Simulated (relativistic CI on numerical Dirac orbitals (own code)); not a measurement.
Slater and spin-orbit integrals, Xe III

Method of calculation: Dirac-Coulomb-Breit CI, orbitals from a KLI potential per configuration, QED by a radiative potential, valence Slater integrals scaled by 0.85, P86 correlation energy added to each configuration (own radial code, finite nucleus).

Slater integrals F^k, G^k are unscaled and averaged over j, outside the closed core [Kr] 4d10; ζ comes from projecting the Hamiltonian with its Breit term on Σ l·s of the shell.

- 5s2.5p4: F^2(5p,5p) = 50624, ζ(5p) = 7940.6 cm⁻¹; <r>(5p) = 2.111, <r^2>(5p) = 5.033 (bohr units).
- 5s.5p5: G^1(5s,5p) = 67099, ζ(5p) = 7886.5 cm⁻¹; <r>(5s) = 1.792, <r^2>(5s) = 3.609, <r>(5p) = 2.103, <r^2>(5p) = 4.999 (bohr units).
- 5s2.5p3.5d: F^2(5p,5p) = 51258, ζ(5p) = 8367.2, F^2(5p,5d) = 35176, G^1(5p,5d) = 39552, G^3(5p,5d) = 24533, ζ(5d) = 312.69 cm⁻¹; <r>(5p) = 2.084, <r^2>(5p) = 4.907, <r>(5d) = 3.096, <r^2>(5d) = 10.97 (bohr units).

In this model ζ of a weakly bound d, f or g electron outside closed shells comes out too small, for d by up to a factor of two or three and at times with the wrong sign; that of an outer p electron is too small as well.

Correlation outside the listed configurations is missing or only estimated: errors of thousands of cm⁻¹ between configurations and terms are usual at this charge. Rates and lifetimes follow the computed energies and can be off by large factors. The fine structure of a lone outer electron comes out too small, for d and f at times inverted, and misplaced configurations move strength between like terms. 37 of the 69 excited levels that our extract of the measured tables holds in this range could be paired (the sources list more); they are missed by 6628 cm⁻¹ on average and 13070 at most, and levels without a partner can miss by more.

Averages of the first 10 configurations, taken without configuration mixing, which lowers the lowest level and can move excited configurations by several eV; other configurations of the list can lie among them:

```tsv
Configuration	Parity	States	Average energy above the lowest level (eV)
5s2.5p4	even	15	2.3
5s.5p5	odd	12	17.0
5s2.5p3.5d	odd	200	18.2
5p6	even	1	34.2
5s2.5p3.5f	even	280	28.0
5s2.5p3.6s	odd	40	18.7
5s.5p4.5d	even	300	32.2
5s2.5p3.6p	even	120	21.9
5s2.5p3.7s	odd	40	25.9
5s2.5p3.6d	odd	200	26.0
```
